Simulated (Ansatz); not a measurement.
Born–Oppenheimer molecular dynamics of ClF₂HOZr (6 atoms, charge 0, multiplicity 1). It goes on from the last frame of an earlier run, with new velocities.

All numbers below come from Ansatz, RKS PBE/def2-SVP.

```
ensemble        : NVT, Nosé–Hoover chain
time step       : 1 fs
steps asked     : 150
set temperature : 300 K
thermostat      : time constant 100 fs, chain length 3 (defaults)
seed            : 788753
```

First frame:

```xyz
6
Properties=species:S:1:pos:R:3
Zr -0.013 -0.093 0.021
Cl -0.048 -0.029 2.400
F 1.742 0.160 -0.716
O -1.170 1.289 -0.612
H -1.984 1.764 -0.815
F -0.814 -1.755 -0.475
```

(1) How far do the bonds stretch over the last three quarters of this one trajectory? (Pairs bonded in most of those frames.)

## Answers

(1) 
| bond | mean (Å) | spread (Å) | shortest | longest |
| --- | --- | --- | --- | --- |
| Zr1–Cl2 | 2.368 | 0.017 | 2.34 | 2.40 |
| Zr1–F3 | 1.910 | 0.010 | 1.89 | 1.93 |
| Zr1–O4 | 1.912 | 0.009 | 1.90 | 1.93 |
| Zr1–F6 | 1.911 | 0.027 | 1.87 | 1.95 |
| O4–H5 | 0.982 | 0.058 | 0.89 | 1.07 |

Mean temperature of the second half: 243 K. The conserved energy wandered by up to 5.3 meV per atom (net 3.1 meV per atom), which is poor conservation. The mean temperature of the second half is 19 % below the set value. A run of 0.15 ps of so small a system gives no equilibrium averages.

The run took 8.1 min on 1 thread of Arm Neoverse V2, with other jobs on the host, peak memory 0.14 GiB.
